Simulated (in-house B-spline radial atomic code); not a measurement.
Ionising Pr⁺ with different functionals

Computed with an all-electron radial atomic-structure program (B-spline basis): scalar-relativistic (spin-free X2C) Hamiltonian, Fermi nucleus of rms radius 4.8919 fm, spin-polarised at highest spin, spherical fractional occupations for the functionals, and exact exchange of hybrids averaged over the configuration. The ionisation energy is the difference of two self-consistent energies, [Xe] 4f3 6s1 → [Xe] 4f3, without Breit or QED terms; ε is the level of the shell that loses the electron (its least bound occupied spin orbital). There is no spin-orbit coupling in this Hamiltonian.

```
   method                    rung  ΔSCF (eV)  -ε(6s) (eV)
     PBE0           global hybrid      10.66         8.90
    B3LYP           global hybrid      10.86         8.87
    TPSSh           global hybrid          ?            ?
BHandHLYP           global hybrid      10.56         9.29
  r2SCAN0           global hybrid      10.55         9.00
    B97-1           global hybrid      10.42         8.55
    HSE06  range-separated hybrid      10.70         8.60
    wB97X  range-separated hybrid      10.22        10.21
CAM-B3LYP  range-separated hybrid      10.75         9.79
  LC-wPBE  range-separated hybrid          ?            ?
```

(1) What does TPSSh give?

(2) What does LC-wPBE give?

(3) Among the functionals, which spreads more, the ΔSCF values or the orbital energies?

(4) How do they compare with the NIST value?

Answers

(1) ΔSCF 10.50 eV, and -ε(6s) = 8.47 eV.

(2) ΔSCF 10.39 eV, and -ε(6s) = 10.51 eV.

(3) The orbital energies: ΔSCF values span about 0.65 eV and the orbital energies 2.04 eV.

(4) NIST lists 10.63 eV ± 0.02 (semi-empirical, ground level to ground level). Errors run from -0.41 to +0.23 eV; PBE0 is closest (+0.03 eV), but part of that can be cancellation, since the calculations leave out spin-orbit coupling, Breit-QED terms, multiplet and fine-structure energies.
